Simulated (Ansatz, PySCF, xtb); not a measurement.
Pulling on the O3–H4 bond in FHOPb (SMILES [OH][Pb][F]) (multiplicity 1 held, fragments rigid). Energies count from the point at 0.966 Å.
Geometry at that point (charge 0, multiplicity 1):
```
atom    x (Å)    y (Å)    z (Å)
----  -------  -------  -------
Pb     0.1198   0.0251   0.2337
F     -0.2989   1.3526  -1.3024
O     -0.7528  -1.6071  -0.7309
H     -1.1147  -1.3712  -1.5949
```

Restricted levels (R-, RO-) in cc, def2 and unpolarised 6-31G sets keep to the state of the molecule at rest. U- levels take the lowest unrestricted solution at each point, which mixes spins at long bonds. Active spaces are followed from a long bond inwards. Curves can end on different states.

Cores are frozen in the correlated methods. Filled d and f shells under p-block atoms count as core. Rows in LANL2DZ carry no dispersion term and start afresh at each structure. LANL2DZ brings its own core potentials from Na on.

Run with Ansatz (a quantum-chemistry and plane-wave program) with Gaussian orbitals; PySCF for LANL2DZ rows; xtb for the GFN methods. Values without a source in brackets are computed. In def2 rows elements past Kr take small-core potentials, without spin–orbit coupling. The GFN methods have no spin term and hold the electronic entropy of 300 K.

| level | energy at R = 3.091 Å (kcal/mol) |
|---|---|
| GFN2-xTB | 145.38 |
| U-HF/LANL2DZ | 81.63 |
| R-HF/def2-TZVPP | 215.82 |
| U-PBE/def2-TZVPP | 120.71 |
| R-r2SCAN/def2-TZVPP | ? |
| U-r2SCAN/def2-TZVPP | 119.35 |
| U-wB97X-V/def2-TZVPP | 121.76 |
| U-CCSD(T)/def2-TZVPP | 122.96 |
| FIC-MRCISD+Q on CASSCF(4,3)/def2-TZVPP | 121.56 |

Task: Fill in the missing entries.

Result: 
- R-r2SCAN/def2-TZVPP, energy at R = 3.091 Å (kcal/mol): 160.81

Doubts at one or more of the structures used: a spin-contaminated determinant (U-HF/LANL2DZ, U-PBE/def2-TZVPP, U-r2SCAN/def2-TZVPP, U-wB97X-V/def2-TZVPP, U-CCSD(T)/def2-TZVPP); a restricted determinant that unrestricted orbitals would lower (R-HF/def2-TZVPP, R-r2SCAN/def2-TZVPP); active orbitals that take no part (FIC-MRCISD+Q on CASSCF(4,3)/def2-TZVPP).
